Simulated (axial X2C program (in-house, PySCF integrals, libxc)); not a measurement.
**Correcting the dissociation energy of SbI for spin–orbit coupling**

A spin-free PBE0 curve (one-electron X2C) was computed with an axial X2C code built on PySCF integrals, basis I dyall-cv3z [11s12p8d4f1g], Sb dyall-cv3z [11s12p8d4f1g] (cores contracted in-house), for the state M_S = 1, Λ = 0 (beyond evenly filled blocks: π+α, π-α). It gives D0 = 2.412 eV to I + Sb, which in a spin-free picture are the weighted means of the ground terms.

Measured levels of the ground terms (NIST Handbook of Basic Atomic Spectroscopic Data), in cm⁻¹: I 2P: J = 3/2 at 0, J = 1/2 at 7603.1; Sb 4S: J = 3/2 at 0.

The molecular state has Λ = 0, so it has no first-order lowering.

(1) How far does each ground level lie under the (2J+1)-weighted mean of its term?

(2) Correct D0.

Second-order spin–orbit effects in the molecule, which grow quickly with Z, are left out. The state is one determinant whose occupation by symmetry is held fixed; it was picked as the lowest of a PBE0 search that is not exhaustive. Dissociation energies refer to the lowest single-determinant-based atoms at the same level and basis. Other states lie close and PBE0, whose exact exchange favours high spin, may order them wrongly; the determinant shown need not be the ground state. The nearest other spin-free determinant of the search, M_S = 0, Λ = 2, lies 0.76 eV up at the distance of the search.

## Answers

(1) I: (4 × 0 + 2 × 7603.1)/6 = 2534 cm⁻¹; Sb: a single level, 0.

(2) D0 = 2.412 + (0 − 2534)/8065.5 = 2.098 eV at PBE0 with these spin–orbit terms. The direct two-component run gives 2.112 eV; the difference holds second-order terms in the molecule, scalar two-electron terms, the gap between measured and computed atomic splittings (a 2c atom can miss part of its lowering) and, in coupled cluster, the truncation of each run.
